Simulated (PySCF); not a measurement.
# The potential of point charges around `CC1=C[C@@](C)(C(=O)O)C1`

Species: `CC1=C[C@@](C)(C(=O)O)C1`. Coordinates (GFN2-xTB, Å) and charges (e) from the PBE0/pcSseg-1 density (PySCF):

```
atom       x       y       z  Mulliken      IAO  Hirshfeld  ESP-fitted
  C1   2.798   0.563   0.043   -0.1332  -0.4384    -0.1148     -0.6271
  C2   1.348   0.264   0.054   -0.2640  +0.0379    +0.0199     +0.4168
  C3   0.324   0.534   0.861   +0.0065  -0.1907    -0.0648     -0.5616
  C4  -0.688  -0.217   0.007   -0.6456  -0.0046    +0.0093     +0.3543
  C5  -1.344  -1.421   0.667   -0.0986  -0.4211    -0.1253     -0.5283
  C6  -1.696   0.737  -0.583   +0.5969  +0.5274    +0.2118     +0.6211
  O7  -1.607   1.279  -1.654   -0.4101  -0.4709    -0.2721     -0.5499
  O8  -2.718   0.978   0.251   -0.3681  -0.4860    -0.1671     -0.5925
  C9   0.514  -0.517  -0.933   +0.0415  -0.2703    -0.0771     -0.3660
 H10   3.063   1.097  -0.868   +0.1312  +0.1586    +0.0521     +0.1776
 H11   3.371  -0.365   0.061   +0.1263  +0.1554    +0.0497     +0.1720
 H12   3.074   1.167   0.904   +0.1199  +0.1534    +0.0491     +0.1722
 H13   0.195   1.075   1.779   +0.0403  +0.1455    +0.0478     +0.2235
 H14  -0.581  -2.044   1.128   +0.1109  +0.1439    +0.0408     +0.1453
 H15  -1.884  -2.010  -0.071   +0.1148  +0.1414    +0.0402     +0.1257
 H16  -2.041  -1.095   1.434   +0.1284  +0.1535    +0.0364     +0.1556
 H17  -3.321   1.628  -0.143   +0.2403  +0.3713    +0.1860     +0.4346
 H18   0.426  -0.071  -1.921   +0.1429  +0.1579    +0.0366     +0.1141
 H19   0.759  -1.574  -1.022   +0.1199  +0.1357    +0.0412     +0.1127
```

Points outside the species (Å): A (-5.7, -1.2, 0.7); B (-3.1, -0.5, 4.4); C (0.9, -5.3, 0.0); D (-4.5, 3.9, 2.1); E (2.0, -3.6, -3.7).

Task: Find the potential V = 14.3996 V·Å × Σ q/r of each set of charges at these points.

Result: In volts:

```
point  nearest atom  distance (Å)  Mulliken     IAO  Hirshfeld  ESP-fitted
    A            O8          3.72    -0.066  -0.001     +0.036      +0.005
    B           H16          3.21    -0.102  +0.014     +0.032      +0.002
    C           H14          3.75    +0.184  +0.099     +0.027      +0.081
    D           H17          3.40    -0.144  +0.083     +0.106      +0.137
    E           H19          3.58    +0.202  +0.060     -0.008      +0.035
```

Task: How far are the other sets from the ESP-fitted one at these points?

Result: Root-mean-square difference: IAO 0.029 V, Hirshfeld 0.039 V, Mulliken 0.163 V. The ESP scheme is a least-squares fit of atom-centred charges to the potential on four shells outside the van der Waals surface, with the total charge fixed.

Task: What energy would a point charge of -2 e have at D in the field of the ESP charges, leaving out polarisation?

Result: -0.274 eV = -26.5 kJ/mol, an attraction.

The structure is a single GFN2-xTB conformer in the gas phase; no vibrational or solvent corrections.

The values belong to the conformer `[CH3:1][C:2]1=[CH:3][C@@:4]([CH3:5])([C:6](=[O:7])[OH:8])[CH2:9]1`: C3–C4–C6–O7 92°, H–O8–C6–C4 177°.
